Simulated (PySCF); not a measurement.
Compound: C8H12OSi.
Bonds: Si1–C2, C2–C3 (aromatic), C3–C4 (aromatic), C4–C5, C5–C6, C6–C7, C7–C8, C4–C9 (aromatic), C9–O10 (aromatic), C2–O10 (aromatic), C5–C8. Hydrogens: H11, H12, H13 on Si1; H14 on C3; H15 on C5; H16, H17 on C6; H18, H19 on C7; H20, H21 on C8; H22 on C9.

NICS is the negative of the GIAO shielding at a point without a nucleus: at the ring centre (0) and 1 Å above and below it (1); zz is the component along the ring normal. Level: GIAO PBE0/pcSseg-1 (PySCF, non-relativistic, gas phase) on the GFN2-xTB geometry, one conformer.

Rings: 1. C2–C3–C4–C9–O10; 2. C5–C6–C7–C8.

```csv
set,NICS(0),"NICS(1), two faces","NICS(1)zz, two faces"
P,1.8,0.5 / 1.0,3.2 / 4.2
Q,-11.0,-10.3 / -10.3,-25.3 / -25.3
```

Which set (ppm) belongs to which ring?

P = 2, Q = 1.
- 1 (5-membered ring with O; formal bonds all aromatic): mean NICS(1)zz -25.3 ppm, shielded. For a flat ring without four-coordinate atoms the NICS criterion counts such a value as aromatic.
- 2 (4-membered carbocycle; formal bonds all single): mean NICS(1)zz 3.7 ppm, deshielded. C5, C6, C7, C8 have four or more neighbours, and the NICS criterion for π rings isn't applied.

How do the rings differ in shape?

```
ring                   bond lengths (Å)  rms pucker (Å)  HOMA  nearest outside atom to a NICS(1) probe (Å)
   1  1.368, 1.419, 1.366, 1.341, 1.357            0.00  0.46                                hydrogen 2.42
   2         1.545, 1.535, 1.535, 1.545            0.06     –                                hydrogen 1.56
```

HOMA = 1 − mean of α(R − Ropt)² over the ring bonds, with Krygowski's 1993 parameters (CC: Ropt 1.388 Å, α 257.7 Å⁻²; CO: Ropt 1.265 Å, α 157.38 Å⁻²). A dash marks a ring with a four-coordinate atom, a triple bond, no multiple bond or a kind of bond without parameters.

The values belong to the conformer `[SiH3:1][c:2]1[cH:3][c:4]([CH:5]2[CH2:6][CH2:7][CH2:8]2)[cH:9][o:10]1`: C3–C4–C5–C6 51°.
